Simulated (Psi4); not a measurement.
C4H12Ge, singlet, geometry from GFN2-xTB; Psi4 1.11 with SVWN/6-31G.

Input for Psi4:
```
memory 2 GB

molecule mol {
0 1
  C    -0.239471   -1.065952   -1.659899
  Ge    0.000000    0.000000   -0.000000
  C    -0.067197    1.936485   -0.440882
  C    -1.452323   -0.437865    1.283704
  C     1.758991   -0.432668    0.817077
  H    -1.195748   -0.846218   -2.125425
  H    -0.206362   -2.129771   -1.443892
  H     0.544068   -0.843403   -2.378233
  H     0.061617    2.540654    0.452343
  H    -1.021103    2.197555   -0.889625
  H     0.718713    2.200370   -1.142433
  H    -2.425299   -0.209483    0.858704
  H    -1.435912   -1.493036    1.540238
  H    -1.342578    0.133616    2.200673
  H     1.819614   -1.487768    1.067186
  H     2.570043   -0.201400    0.132844
  H     1.912947    0.138884    1.727621
}

set basis 6-31g
set reference rks
set dft_radial_scheme becke

energy('svwn')
print_variables()
```

**Question.** What does Psi4 print? Leave out banner, timings and long lists.

**Answer.** 
```
   => Loading Basis Set <=

    Name: 6-31G
    Role: ORBITAL
    Keyword: BASIS

         ---------------------------------------------------------
                                   SCF
               by Justin Turney, Rob Parrish, Andy Simmonett
                          and Daniel G. A. Smith
                              RKS Reference
         ---------------------------------------------------------

  ==> Geometry <==

    Molecular point group: c1
    Full point group: C1

    Geometry (in Angstrom), charge = 0, multiplicity = 1:

       Center              X                  Y                   Z               Mass
    ------------   -----------------  -----------------  -----------------  -----------------
         C           -0.239471000000    -1.065952000000    -1.659899007520    12.000000000000
         GE          -0.000000000000     0.000000000000    -0.000000007520    73.921177761000
         C           -0.067197000000     1.936485000000    -0.440882007520    12.000000000000
         C           -1.452323000000    -0.437865000000     1.283703992480    12.000000000000
         C            1.758991000000    -0.432668000000     0.817076992480    12.000000000000
         H           -1.195748000000    -0.846218000000    -2.125425007520     1.007825032230
         H           -0.206362000000    -2.129771000000    -1.443892007520     1.007825032230
         H            0.544068000000    -0.843403000000    -2.378233007520     1.007825032230
         H            0.061617000000     2.540654000000     0.452342992480     1.007825032230
         H           -1.021103000000     2.197555000000    -0.889625007520     1.007825032230
         H            0.718713000000     2.200370000000    -1.142433007520     1.007825032230
         H           -2.425299000000    -0.209483000000     0.858703992480     1.007825032230
         H           -1.435912000000    -1.493036000000     1.540237992480     1.007825032230
         H           -1.342578000000     0.133616000000     2.200672992480     1.007825032230
         H            1.819614000000    -1.487768000000     1.067185992480     1.007825032230
         H            2.570043000000    -0.201400000000     0.132843992480     1.007825032230
         H            1.912947000000     0.138884000000     1.727620992480     1.007825032230

  Running in c1 symmetry.

  Rotational constants: A =      0.09361  B =      0.09361  C =      0.09361 [cm^-1]
  Rotational constants: A =   2806.29798  B =   2806.29767  C =   2806.29695 [MHz]
  Nuclear repulsion =  395.501409106494350

  Charge       = 0
  Multiplicity = 1
  Electrons    = 68
  Nalpha       = 34
  Nbeta        = 34

  ==> Algorithm <==

  SCF Algorithm Type is DF.
  DIIS enabled.
  MOM disabled.
  Fractional occupation disabled.
  Guess Type is SAD.
  Energy threshold   = 1.00e-06
  Density threshold  = 1.00e-06
  Integral threshold = 1.00e-12

  ==> Primary Basis <==

  Basis Set: 6-31G
    Blend: 6-31G
    Number of shells: 55
    Number of basis functions: 89
    Number of Cartesian functions: 89
    Spherical Harmonics?: false
    Max angular momentum: 2

  ==> DFT Potential <==

   => LibXC <=

    Version 7.1.2
    S. Lehtola, C. Steigemann, M. J. T. Oliveira, and M. A. L. Marques,  SoftwareX 7, 1–5 (2018) (10.1016/j.softx.2017.11.002)

   => Composite Functional: SVWN <=

    Slater exchange
    Vosko, Wilk & Nusair (VWN5_RPA)
    P. A. M. Dirac,  Math. Proc. Cambridge Philos. Soc. 26, 376 (1930) (10.1017/S0305004100016108)
    F. Bloch,  Z. Phys. 57, 545 (1929) (10.1007/BF01340281)
    S. H. Vosko, L. Wilk, and M. Nusair,  Can. J. Phys. 58, 1200 (1980) (10.1139/p80-159)

    Deriv               =              1
    GGA                 =          FALSE
    Meta                =          FALSE

    Exchange Hybrid     =          FALSE
    MP2 Hybrid          =          FALSE

   => Exchange Functionals <=

    1.0000         XC_LDA_X

   => Correlation Functionals <=

    1.0000   XC_LDA_C_VWN_RPA

[...]
  Using in-core AOs.

  ==> MemDFJK: Density-Fitted J/K Matrices <==

    J tasked:                   Yes
    K tasked:                    No
    wK tasked:                   No
    Algorithm:                 Core
    Schwarz Cutoff:           1E-12
    Mask sparsity (%):       1.1110
    Fitting Condition:        1E-10

   => Auxiliary Basis Set <=

  Basis Set: (6-31G AUX)
    Blend: CC-PVDZ-JKFIT
    Number of shells: 251
    Number of basis functions: 833
    Number of Cartesian functions: 833
    Spherical Harmonics?: false
    Max angular momentum: 3

  Minimum eigenvalue in the overlap matrix is 7.7467152757E-04.
  Reciprocal condition number of the overlap matrix is 1.4229640663E-04.
    Using symmetric orthogonalization.

  ==> Pre-Iterations <==

  SCF Guess: Superposition of Atomic Densities via on-the-fly atomic UHF (no occupation information).

   -------------------------
    Irrep   Nso     Nmo
   -------------------------
     A         89      89
   -------------------------
    Total      89      89
   -------------------------

  ==> Iterations <==

                           Total Energy        Delta E     RMS |[F,P]|

   @DF-RKS iter SAD: -2229.24878635017421   -2.22925e+03   0.00000e+00
   @DF-RKS iter   1: -2230.93817513673912   -1.68939e+00   3.47392e-02 ADIIS/DIIS
   @DF-RKS iter   2: -2215.03899362564334    1.58992e+01   1.18275e-01 ADIIS
   @DF-RKS iter   3: -2232.01811694740945   -1.69791e+01   2.28270e-02 ADIIS/DIIS
   @DF-RKS iter   4: -2232.86213823716980   -8.44021e-01   4.86362e-03 ADIIS/DIIS
   @DF-RKS iter   5: -2232.95143454854224   -8.92963e-02   1.04268e-03 ADIIS/DIIS
   @DF-RKS iter   6: -2232.95462163965567   -3.18709e-03   1.43444e-04 ADIIS/DIIS
   @DF-RKS iter   7: -2232.95475655848531   -1.34919e-04   2.37008e-05 DIIS
   @DF-RKS iter   8: -2232.95475897095957   -2.41247e-06   1.70831e-06 DIIS
   @DF-RKS iter   9: -2232.95475898515178   -1.41922e-08   1.21895e-07 DIIS
  Energy and wave function converged.

  ==> Post-Iterations <==

   Electrons on quadrature grid:
      Ntotal   =   67.9999774243 ; deviation = -2.258e-05

    Orbital Energies [Eh]
    ---------------------

    Doubly Occupied:

[...]
      34A     -0.262295

    Virtual:

[...]
      89A     73.462314

    Final Occupation by Irrep:
              A
    DOCC [    34 ]
    NA   [    34 ]
    NB   [    34 ]

  @DF-RKS Final Energy: -2232.95475898515178

   => Energetics <=

    Nuclear Repulsion Energy =            395.5014091064943500
    One-Electron Energy =               -3896.4159790969365531
    Two-Electron Energy =                1369.8299430530112204
    DFT Exchange-Correlation Energy =    -101.8701320477210857
    Empirical Dispersion Energy =           0.0000000000000000
    VV10 Nonlocal Energy =                  0.0000000000000000
    Total Energy =                      -2232.9547589851517841

Computation Completed

Properties will be evaluated at   0.000000,   0.000000,   0.000000 [a0]

Properties computed using the SCF density matrix

 Multipole Moments:

 ------------------------------------------------------------------------------------
     Multipole            Electronic (a.u.)      Nuclear  (a.u.)        Total (a.u.)
 ------------------------------------------------------------------------------------

 L = 1.  Multiply by 2.5417464519 to convert [e a0] to [Debye]
 Dipole X            :         -0.0001208            0.0000000           -0.0001208
 Dipole Y            :          0.0000479           -0.0000000            0.0000479
 Dipole Z            :          0.0000597            0.0000009            0.0000606
 Magnitude           :                                                    0.0001434

 ------------------------------------------------------------------------------------

  Variable Map:
  ----------------------------------------------------------------------------
[...]
  Array Variable Map:
  ----------------------------------------------------------------------------
[...]
[...]
```
